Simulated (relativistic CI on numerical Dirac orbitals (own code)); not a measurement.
## Inner-shell lines of Te³⁸⁺

Method of calculation: Dirac-Coulomb-Breit CI, KLI orbitals optimised for each configuration, QED by a radiative potential, unscaled Slater integrals (own radial code, finite nucleus).

Configurations in the expansion (outside the closed core 1s2 2p6): 2s2 3s2 3p2, 2s 3s2 3p3, 2s 3s2 3p2 4p, 2s 3s 3p3 4p, 2s2 3s 3p3, 2s 3s 3p4. Levels of other configurations are missing.

The table holds the strongest lines. The upper levels have an inner-shell vacancy. Auger decay, open to those above the ionisation limit, is not computed, and radiative decays to configurations outside the model are missing too. Absolute energies can be off by a few tenths of a per cent, so close lines can change order. LS names give the leading component, which can be well under half, for lower levels too. Brackets number the levels in order of energy.

| E (eV) | Upper | Lower | A (s⁻¹) | gA (s⁻¹) |
| --- | --- | --- | --- | --- |
| 4432.5 | 2s 3s 3p4 3D_3 [34] | 2s2 3s 3p3 3P°_2 [14] | 4.97e+13 | 3.48e+14 |
| 4436.9 | 2s 3s 3p4 3P_2 [27] | 2s2 3s 3p3 3D°_3 [9] | 6.80e+13 | 3.40e+14 |
| 4437.8 | 2s 3s2 3p3 3D°_3 [20] | 2s2 3s2 3p2 3P_2 [4] | 6.02e+13 | 4.21e+14 |
| 4439.2 | 2s 3s2 3p3 3S°_1 [17] | 2s2 3s2 3p2 1D_2 [3] | 8.77e+13 | 2.63e+14 |
| 4496.6 | 2s 3s 3p4 5P_3 [26] | 2s2 3s 3p3 5S°_2 [6] | 5.18e+13 | 3.62e+14 |
| 4503.8 | 2s 3s2 3p3 3D°_3 [20] | 2s2 3s2 3p2 1D_2 [3] | 3.50e+13 | 2.45e+14 |
| 4504.3 | 2s 3s 3p4 3P_1 [29] | 2s2 3s 3p3 3D°_1 [7] | 1.80e+14 | 5.41e+14 |
| 4504.5 | 2s 3s 3p4 1P_1 [37] | 2s2 3s 3p3 1D°_2 [12] | 1.31e+14 | 3.92e+14 |
| 4506.6 | 2s 3s2 3p3 3S°_1 [17] | 2s2 3s2 3p2 3P_0 [1] | 1.14e+14 | 3.41e+14 |
| 4506.8 | 2s 3s2 3p3 3S°_1 [19] | 2s2 3s2 3p2 3P_1 [2] | 1.38e+14 | 4.13e+14 |
| 4508.0 | 2s 3s2 3p3 1D°_2 [21] | 2s2 3s2 3p2 1D_2 [3] | 1.46e+14 | 7.31e+14 |
| 4509.2 | 2s 3s 3p4 3D_3 [34] | 2s2 3s 3p3 3D°_3 [9] | 9.55e+13 | 6.68e+14 |
| 4510.3 | 2s 3s 3p4 3P_2 [27] | 2s2 3s 3p3 5S°_2 [6] | 1.26e+14 | 6.29e+14 |
| 4510.8 | 2s 3s 3p4 5P_2 [32] | 2s2 3s 3p3 3D°_2 [8] | 9.25e+13 | 4.63e+14 |
| 4511.1 | 2s 3s2 3p3 3P°_2 [24] | 2s2 3s2 3p2 3P_2 [4] | 9.75e+13 | 4.88e+14 |
| 4514.7 | 2s 3s2 3p3 1P°_1 [25] | 2s2 3s2 3p2 3P_2 [4] | 1.39e+14 | 4.18e+14 |
| 4517.5 | 2s 3s 3p4 3P_1 [40] | 2s2 3s 3p3 3P°_2 [14] | 1.37e+14 | 4.12e+14 |
| 4520.4 | 2s 3s 3p4 3D_2 [35] | 2s2 3s 3p3 3D°_3 [9] | 9.54e+13 | 4.77e+14 |
| 4522.0 | 2s 3s 3p4 3S_1 [28] | 2s2 3s 3p3 5S°_2 [6] | 8.28e+13 | 2.48e+14 |
| 5738.9 | 2s 3s2 3p2 4p 1F°_3 [62] | 2s2 3s2 3p2 1D_2 [3] | 4.78e+13 | 3.35e+14 |
